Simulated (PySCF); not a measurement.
germylmethylsilane (CH8GeSi), SMILES [SiH3][CH2][GeH3]. Heavy atoms are numbered as in [SiH3:1][CH2:2][GeH3:3]. Hydrogens are named by the atom that carries them.

The structure is a stationary point at B3LYP-D3(BJ)/def2-SVP.

Computed with PySCF with PBE/pcSseg-1.

GIAO shieldings, no solvent; atoms alike by connectivity are averaged. δ = σ(ref) − σ: ²⁹Si against TMS (σ = 335.4 ppm); ¹³C against TMS (σ = 182.0 ppm); ⁷³Ge against GeH4 (σ = 1614.4 ppm); ¹H against TMS (σ = 31.49 ppm), references at their B3LYP-D3(BJ)/def2-TZVP geometries, non-relativistic.

| atoms | nucleus | count | δ (ppm) |
|---|---|---|---|
| Si1 (SiH3) | ²⁹Si | 1 | ? |
| C2 (CH2) | ¹³C | 1 | ? |
| Ge3 (GeH3) | ⁷³Ge | 1 | 126.7 |
| H on Ge3 | ¹H | 3 | 4.36 |
| H on Si1 | ¹H | 3 | 4.35 |
| H on C2 | ¹H | 2 | ? |

What belongs in the gaps? (Estimate from the structure and the level; the computed values follow.)


- H on C2, δ (ppm): 0.31
- C2 (CH2), δ (ppm): -10.8
- Si1 (SiH3), δ (ppm): -67.9
